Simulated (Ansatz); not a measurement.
Geometry optimisation, Ansatz 0.2.0, RKS revPBE-D4/def2-SVP.

Input:

```yaml
crystal:
  periodic: [false, false, false]
  atoms:
    - { symbol: Al, position_ang: [-0.281588, -0.151854, 1.010746] }
    - { symbol: "N", position_ang: [-0.382983, 1.664888, 0.55566] }
    - { symbol: C, position_ang: [-1.002272, -1.553868, -0.134738] }
    - { symbol: F, position_ang: [0.429483, -0.456873, 2.512396] }
    - { symbol: H, position_ang: [1.569747, 1.224794, -0.612695] }
    - { symbol: S, position_ang: [2.527481, 0.377255, -1.097575] }
    - { symbol: H, position_ang: [-0.997028, 2.013995, -0.184688] }
    - { symbol: H, position_ang: [-0.137476, 2.425937, 1.194079] }
    - { symbol: H, position_ang: [-0.221545, -2.307874, -0.366977] }
    - { symbol: H, position_ang: [-1.850838, -2.093815, 0.336296] }
    - { symbol: H, position_ang: [-1.36588, -1.131502, -1.09562] }
    - { symbol: H, position_ang: [1.712799, -0.010983, -2.116784] }
basis:
  gaussian: { orbitals: def2-SVP }
hamiltonian:
  xc: revpbe
  dispersion: d4
relax:
  f_tol: 0.03
  max_steps: 50
output:
  orbitals: {}
```

Command:

```bash
$ ansatz run input.yaml --threads 2 --pin off --max-ram 3072MiB --backend cpu --events-out ev --progress --plain --runs-dir out
```

**Question.** Where does it end, and by what steps?

**Answer.** The run converged. The force dipped under the threshold on the way, but the program's further checks kept it going. After 23 steps the energy has fallen by 1.425 eV; H5 moved furthest, 1.61 Å. Parted: H5–S6 (1.37 → 3.04 Å). Joined: Al1–S6 (3.55 → 2.25 Å), N2–H5 (2.32 → 1.03 Å).

```csv
step,energy less start (eV),largest force component (eV/Å),accepted
0,0.0000,1.341,yes
1,-0.1084,0.449,yes
2,-0.1884,0.301,yes
3,-0.2482,0.580,yes
4,-0.2503,0.291,yes
5,-0.2756,0.172,yes
6,-0.2875,0.229,yes
7,-0.3121,0.478,yes
8,-0.3533,0.518,yes
9,-0.4888,1.033,yes
10,-0.7719,1.460,yes
11,-1.0938,1.120,yes
12,-1.1803,2.677,yes
13,-1.2772,1.970,yes
14,-1.3708,0.682,yes
15,-1.4055,0.425,yes
16,-1.4070,0.406,yes
17,-1.4213,0.238,yes
18,-1.4230,0.109,yes
19,-1.4239,0.029,yes
20,-1.4243,0.047,yes
21,-1.4245,0.047,yes
22,-1.4246,0.039,yes
23,-1.4247,0.023,yes
```

```xyz
12
Properties=species:S:1:pos:R:3
Al 0.550 -0.292 0.437
N -0.237 1.632 0.400
C -0.883 -1.440 -0.271
F 0.845 -0.281 2.121
H 0.383 2.219 -0.179
S 2.418 0.046 -0.775
H -1.195 1.725 0.036
H -0.224 2.013 1.358
H -0.583 -2.510 -0.269
H -1.808 -1.367 0.343
H -1.159 -1.191 -1.319
H 1.892 -0.554 -1.882
```

Whether the end is a true minimum wasn't checked by a vibrational analysis.

Run time: 34 s on 2 threads of Intel(R) Xeon(R) 6975P-C (Granite Rapids), with other jobs on the host, peak memory 0.2 GiB.
